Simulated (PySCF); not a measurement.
This PySCF input asks for the NMR shieldings of SMILES P1([SiH2]C)CCOCC1, C5H13OPSi; the geometry comes from PBE0-D3(BJ)/def2-SVP.

```python
import basis_set_exchange as bse
import numpy as np
from pyscf import gto, dft
from pyscf.prop import nmr

atoms = """
C     3.420265    0.970490    0.727941
Si    2.319395   -0.521115    0.412196
P     0.222118   -0.090678    1.131611
C    -0.675078   -1.546183    0.366629
C    -2.131107   -1.168360    0.118590
O    -2.274342   -0.118647   -0.800543
C    -1.800156    1.118737   -0.344057
C    -0.284534    1.150149   -0.179185
H     4.454351    0.768756    0.408983
H     3.056590    1.848761    0.172821
H     3.431080    1.221034    1.799565
H     2.296051   -0.852415   -1.052330
H     2.831171   -1.719936    1.149783
H    -0.217642   -1.855529   -0.588216
H    -0.621008   -2.398132    1.062862
H    -2.618766   -0.906428    1.081054
H    -2.675477   -2.025536   -0.307575
H    -2.285558    1.387023    0.617964
H    -2.113213    1.863272   -1.092714
H     0.185889    0.933794   -1.153531
H     0.036113    2.154219    0.141601
"""
names = dict.fromkeys(["C", "Si", "P", "O", "H"], "pcSseg-1")
basis = {el: gto.basis.parse(bse.get_basis(n, elements=[el], fmt="nwchem")) for el, n in names.items()}
mol = gto.M(atom=atoms, basis=basis, charge=0, verbose=0)
mf = dft.RKS(mol, xc="PBE0")
mf.grids.level = 2
mf.grids.alignment = dft.numint.BLKSIZE   # the property module wants whole blocks of grid points
mf.conv_tol = 1e-9
mf.kernel()

calc = nmr.RKS(mf)   # GIAO
C = mf.mo_coeff
Co = C[:, mf.mo_occ > 0]
resp = mf.gen_response(singlet=True, hermi=2)
def vind(x):   # induced exchange potential for any number of trial vectors
    d = np.einsum("pi,xij,qj->xpq", C, 2 * x.reshape(-1, C.shape[1], Co.shape[1]), Co, optimize=True)
    return np.einsum("xpq,pi,qj->xij", resp(d - d.transpose(0, 2, 1)), C, Co, optimize=True).ravel()
mo1, _ = nmr.rhf.solve_mo1(calc, with_cphf=vind)
sigma = calc.kernel(mo1)
for i, s in enumerate(sigma):   # ppm
    print("%2d %-2s %9.2f" % (i, mol.atom_pure_symbol(i), np.trace(s) / 3))
```

Task: What are the results?

Result: 
```
 0 C     193.51
 1 Si    378.72
 2 P     462.69
 3 C     162.61
 4 C     115.21
 5 O     286.49
 6 C     115.11
 7 C     161.62
 8 H      30.89
 9 H      31.02
10 H      31.08
11 H      27.09
12 H      26.99
13 H      29.53
14 H      30.27
15 H      27.94
16 H      27.17
17 H      27.92
18 H      27.14
19 H      29.58
20 H      30.28
```

These numbers come from an equivalent density-fitted implementation of the same equations, which agrees with the script to about 0.01 ppm for H and up to a few tenths of a ppm for heavy atoms, so last digits may differ.

Size and cost of the density-fitted run: 215 basis functions, 41 s wall time on 1 thread of an Arm Neoverse V2, shared host; peak memory 0.95 GiB.
